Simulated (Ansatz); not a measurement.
**From Ta(OH)5 to TaF5: predicting a member**

On one Ta centre, n of the OH ligands are replaced by F. The HOMO–LUMO gap y in eV at wB97X-V/def2-TZVPP. Shapes, held fixed at every level: PBE0-D4/def2-TZVP. Flexible molecules stand in one conformer, not always the lowest. Programs: Ansatz 0.2.0.

| molecule | n | y (eV) |
| --- | --- | --- |
| Ta(OH)5 | 0 | 12.66 |
| Ta(OH)3F2 | 2 | 13.16 |
| Ta(OH)2F3 | 3 | ? |
| TaF5 | 5 | 14.77 |

**Question.** Fit y = c + s·n to the known rows and predict Ta(OH)2F3.

**Answer.** 
1. Means of the 3 rows: n = 2.33333, y = 13.530.
2. Σ(Δn)² = 12.667, Σ(Δn·Δy) = 5.46, so the slope is 5.46/12.667 = 0.43104.
3. Intercept: 13.530 − (0.43104) × 2.33333 = 12.524. The largest residual of the fit is 0.23.
4. Ta(OH)2F3: 12.524 + (0.43104) × 3 = 13.82 eV.

The run gave 13.50 eV, so the prediction is off by +0.32 eV, about the scatter of the fit. The step per swap changes from +0.25 to +0.63 eV along the series, so a line misses the bend. Other levels give for Ta(OH)2F3: r2SCAN-D4/def2-TZVPP 6.62; B3LYP-D4/def2-TZVPP 8.14 eV. Orbital gaps aren't excitation energies, and the LUMO depends on the basis. For atoms past krypton def2 sets carry core potentials with scalar relativity.
